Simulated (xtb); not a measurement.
xtb input (GFN1-xTB):

```bash
xtb mol.xyz --gfn 1 --sp --chrg 0 --uhf 0
```
mol.xyz:
```
5

F     -1.23374170    -1.03391258    -0.99026569
Sn     0.00000000     0.00000000     0.00000000
F      0.46246550     1.54435274    -0.98631649
F     -0.78245155     0.51224916     1.64228205
F      1.55372775    -1.02268932     0.33430014
```

Output:

```
           -------------------------------------------------
          |                Calculation Setup                |
           -------------------------------------------------

           -------------------------------------------------
          |                 G F N 1 - x T B                 |
           -------------------------------------------------

        Reference                      10.1021/acs.jctc.7b00118
      * Hamiltonian:
        H0-scaling (s, p, d)           1.850000    2.250000    2.000000
        zeta-weighting                 0.000000
      * Dispersion:
        s8                             2.400000
        a1                             0.630000
        a2                             5.000000
        s9                             0.000000
      * Repulsion:
        kExp                           1.500000
        rExp                           1.000000
      * Coulomb:
        alpha                          2.000000
        third order                    atomic
        anisotropic                    false
      * Halogen bond correction:
        rad-scale                      1.300000
        damping                        0.440000

          ...................................................
          :                      SETUP                      :
          :.................................................:
          :  # basis functions                  26          :
          :  # atomic orbitals                  25          :
          :  # shells                           11          :
          :  # electrons                        32          :
          :  # halogen bonds                     0          :
          :  max. iterations                   250          :
          :  Hamiltonian                  GFN1-xTB          :
          :  restarted?                      false          :
          :  GBSA solvation                  false          :
          :  PC potential                    false          :
          :  electronic temp.          300.0000000     K    :
          :  accuracy                    1.0000000          :
          :  -> integral cutoff          0.2500000E+02      :
          :  -> integral neglect         0.1000000E-07      :
          :  -> SCF convergence          0.1000000E-05 Eh   :
          :  -> wf. convergence          0.2000000E-04 e    :
          :  Broyden damping             0.4000000          :
          :  net charge                          0          :
          :  unpaired electrons                  0          :
          ...................................................

 iter      E             dE          RMSdq      gap      omega  full diag
   1    -23.0433236 -0.230433E+02  0.480E+00    3.39       0.0  T
   2    -23.0625263 -0.192027E-01  0.293E+00    3.49       1.0  T
   3    -23.0631082 -0.581850E-03  0.890E-01    3.53       1.0  T
   4    -23.0632594 -0.151273E-03  0.232E-02    3.52       1.9  T
   5    -23.0632608 -0.137990E-05  0.103E-03    3.52      43.4  T
   6    -23.0632608 -0.647745E-09  0.241E-04    3.52     185.4  T
   7    -23.0632608 -0.124292E-09  0.180E-06    3.52   24791.9  T
   8    -23.0632608  0.000000E+00  0.147E-06    3.52   30397.2  T

   *** convergence criteria satisfied after 8 iterations ***

         #    Occupation            Energy/Eh            Energy/eV
      -------------------------------------------------------------
         1        2.0000           -1.0180107             -27.7015
       ...           ...                  ...                  ...
        10        2.0000           -0.5880611             -16.0020
        11        2.0000           -0.5825614             -15.8523
        12        2.0000           -0.5825614             -15.8523
        13        2.0000           -0.5825614             -15.8523
        14        2.0000           -0.5811614             -15.8142
        15        2.0000           -0.5811614             -15.8142
        16        2.0000           -0.5811614             -15.8142 (HOMO)
        17                         -0.4519107             -12.2971 (LUMO)
        18                         -0.1505005              -4.0953
        19                         -0.1505005              -4.0953
        20                         -0.1505005              -4.0953
        21                          0.0078132               0.2126
       ...                                ...                  ...
        25                          0.3803285              10.3493
      -------------------------------------------------------------
                  HL-Gap            0.1292507 Eh            3.5171 eV
             Fermi-level           -0.5165361 Eh          -14.0557 eV

 SCC (total)                   0 d,  0 h,  0 min,  0.003 sec
 SCC setup                      ...        0 min,  0.000 sec (  2.058%)
 Dispersion                     ...        0 min,  0.000 sec (  1.259%)
 classical contributions        ...        0 min,  0.000 sec (  0.305%)
 integral evaluation            ...        0 min,  0.001 sec ( 28.424%)
 iterations                     ...        0 min,  0.001 sec ( 26.793%)
 molecular gradient             ...        0 min,  0.001 sec ( 38.429%)
 printout                       ...        0 min,  0.000 sec (  2.551%)

         :::::::::::::::::::::::::::::::::::::::::::::::::::::
         ::                     SUMMARY                     ::
         :::::::::::::::::::::::::::::::::::::::::::::::::::::
         :: total energy             -23.054948564846 Eh    ::
         :: gradient norm              0.002664078399 Eh/a0 ::
         :: HOMO-LUMO gap              3.517091614964 eV    ::
         ::.................................................::
         :: SCC energy               -23.063260810601 Eh    ::
         :: -> electrostatic           0.038292123649 Eh    ::
         :: repulsion energy           0.009255041247 Eh    ::
         :: dispersion energy         -0.000942795491 Eh    ::
         :: halogen bond corr.         0.000000000000 Eh    ::
         :: add. restraining           0.000000000000 Eh    ::
         :: total charge               0.000000000000 e     ::
         :::::::::::::::::::::::::::::::::::::::::::::::::::::

           -------------------------------------------------
          |                Property Printout                |
           -------------------------------------------------

    * Orbital Energies and Occupations

         #    Occupation            Energy/Eh            Energy/eV
      -------------------------------------------------------------
         1        2.0000           -1.0180107             -27.7015
       ...           ...                  ...                  ...
         4        2.0000           -0.8728635             -23.7518
         5        2.0000           -0.7985088             -21.7285
         6        2.0000           -0.5977488             -16.2656
         7        2.0000           -0.5977488             -16.2656
         8        2.0000           -0.5977488             -16.2656
         9        2.0000           -0.5880611             -16.0020
        10        2.0000           -0.5880611             -16.0020
        11        2.0000           -0.5825614             -15.8523
        12        2.0000           -0.5825614             -15.8523
        13        2.0000           -0.5825614             -15.8523
        14        2.0000           -0.5811614             -15.8142
        15        2.0000           -0.5811614             -15.8142
        16        2.0000           -0.5811614             -15.8142 (HOMO)
        17                         -0.4519107             -12.2971 (LUMO)
        18                         -0.1505005              -4.0953
        19                         -0.1505005              -4.0953
Note: The following floating-point exceptions are signalling: IEEE_DENORMAL
normal termination of xtb
        20                         -0.1505005              -4.0953
        21                          0.0078132               0.2126
        22                          0.0078132               0.2126
        23                          0.3803285              10.3493
        24                          0.3803285              10.3493
        25                          0.3803285              10.3493
      -------------------------------------------------------------
                  HL-Gap            0.1292507 Eh            3.5171 eV
             Fermi-level           -0.5165361 Eh          -14.0557 eV

  Mulliken/CM5 charges         n(s)   n(p)   n(d)
     1F    -0.21583 -0.24681   1.862  5.354  0.000
     2Sn    0.86330  0.98726   1.829  0.814  0.494
     3F    -0.21583 -0.24681   1.862  5.354  0.000
     4F    -0.21583 -0.24681   1.862  5.354  0.000
     5F    -0.21583 -0.24681   1.862  5.354  0.000

Wiberg/Mayer (AO) data.
largest (>0.10) Wiberg bond orders for each atom

 ---------------------------------------------------------------------------
     #   Z sym  total        # sym  WBO       # sym  WBO       # sym  WBO
 ---------------------------------------------------------------------------
     1   9 F    1.214 --     2 Sn   0.663     4 F    0.184     5 F    0.184
                             3 F    0.184
     2  50 Sn   2.653 --     4 F    0.663     5 F    0.663     3 F    0.663
                             1 F    0.663
     3   9 F    1.214 --     2 Sn   0.663     4 F    0.184     5 F    0.184
                             1 F    0.184
     4   9 F    1.214 --     2 Sn   0.663     5 F    0.184     1 F    0.184
                             3 F    0.184
     5   9 F    1.214 --     2 Sn   0.663     4 F    0.184     3 F    0.184
                             1 F    0.184
 ---------------------------------------------------------------------------

Topologies differ in total number of bonds
Writing topology from bond orders to xtbtopo.mol

 dipole moment from electron density (au)
     X       Y       Z
  -0.0000   0.0000   0.0000  total (Debye):    0.000

           -------------------------------------------------
          | TOTAL ENERGY              -23.054948564846 Eh   |
          | GRADIENT NORM               0.002664078399 Eh/α |
          | HOMO-LUMO GAP               3.517091614964 eV   |
           -------------------------------------------------

------------------------------------------------------------------------
------------------------------------------------------------------------
 total:
 SCF:
```
